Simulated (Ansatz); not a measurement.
A nudged elastic band was laid between two geometries of CH6AlBrGeS (11 atoms, charge 0, multiplicity 1).

Method: Ansatz, RHF/def2-SVP.

| Property | Result |
| --- | --- |
| movable images | 7 |
| climbing image | yes |
| spring | 5.0 eV/Å² |
| optimiser | fire |
| start path | IDPP |
| force threshold | 0.03 eV/Å |
| iteration limit | 60 |
| end points | relaxed |

Initial state:

```xyz
11
Properties=species:S:1:pos:R:3
C -1.550 -1.184 0.665
S -0.231 -0.724 1.842
Ge 0.930 0.796 0.709
Al 1.517 0.380 -1.693
Br -0.458 2.702 0.306
H -1.145 -1.638 -0.237
H -2.156 -0.318 0.408
H -2.175 -1.912 1.176
H 1.985 1.276 1.707
H 2.795 1.077 -2.296
H 0.554 -0.512 -2.567
```

Final state:

```xyz
11
Properties=species:S:1:pos:R:3
C -1.490 -0.334 1.956
S -0.668 -1.210 0.579
Ge 0.602 0.375 -0.320
Al 1.806 -0.376 -2.388
Br -0.802 2.057 -1.259
H -2.098 0.485 1.580
H -0.762 0.038 2.674
H -2.135 -1.061 2.446
H 1.311 1.125 0.813
H 3.097 0.410 -2.837
H 1.205 -1.567 -3.225
```

(1) Which bonds break or form, and what moves?

(2) What energy profile does the band end with?

(3) What is the geometry of the highest image?

Answers

(1) No bond is made or broken. The dihedral C1–S2–Ge3–Br5 goes from 64 to -66°.

(2) The run converged. The highest image is number 4 of 0 to 8, 0.143 eV above the first end and 0.168 eV above the last; the last end lies 0.025 eV below the first. The order of the stationary point at the top wasn't checked.

```
image  path coordinate (Å)  energy (eV)  dihedral C1–S2–Ge3–Br5 (°)
    0                 0.00        0.000                          64
    1                 0.68        0.018                          52
    2                 1.35        0.065                          37
    3                 2.02        0.122                          19
    4                 2.69        0.143                          -3
    5                 3.39        0.106                         -23
    6                 4.08        0.043                         -40
    7                 4.77       -0.006                         -53
    8                 5.46       -0.025                         -66
```

(3) 
```xyz
11
Properties=species:S:1:pos:R:3
C -1.952 -0.583 1.113
S -0.200 -1.043 1.351
Ge 1.005 0.564 0.330
Al 2.109 -0.185 -1.787
Br -0.476 2.117 -0.705
H -2.222 -0.600 0.061
H -2.168 0.393 1.536
H -2.524 -1.341 1.643
H 1.717 1.392 1.404
H 3.352 0.598 -2.358
H 1.423 -1.369 -2.566
```

Run time: 15 min on 2 threads of Intel(R) Xeon(R) Platinum 8488C (Sapphire Rapids), with other jobs on the host, peak memory 0.46 GiB.
